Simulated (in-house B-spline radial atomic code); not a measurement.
A fraction x of an electron is moved 2p → 3p in S, starting from [Ne] 3s2 3p4 and keeping the highest spin. All numbers are computed (non-relativistic LDA PW92, spin-polarised, spherical fractional occupations; point nucleus) with an all-electron radial atomic-structure program (B-spline basis), not measured.

```
    x  E(x) - E(0) (eV)  2p down level (eV)  3p down level (eV)
    0            0.0000            -156.120              -6.220
0.125           18.8842            -158.708              -6.461
 0.25                 ?                   ?                   ?
0.375                 ?                   ?                   ?
  0.5           77.2938            -166.442              -7.176
0.625           97.3477            -169.009              -7.412
 0.75          117.6929            -171.571              -7.646
0.875          138.3287            -174.127              -7.880
    1          159.2544            -176.676              -8.113
```

Problem. What belongs in the row x = 0.25?

Solution. An energy change of 38.0616 eV; 2p down at -161.291 eV, 3p down at -6.701 eV.

Problem. What belongs in the row x = 0.375?

Solution. An energy change of 57.5315 eV; 2p down at -163.869 eV, 3p down at -6.939 eV.

Problem. Check Janak's theorem between x = 0.5 and 0.625.

Solution. The slope of the energy is 160.43 eV; the orbital levels give 160.43 eV (ε of the receiving orbital less ε of the emptying one, averaged over the two points).
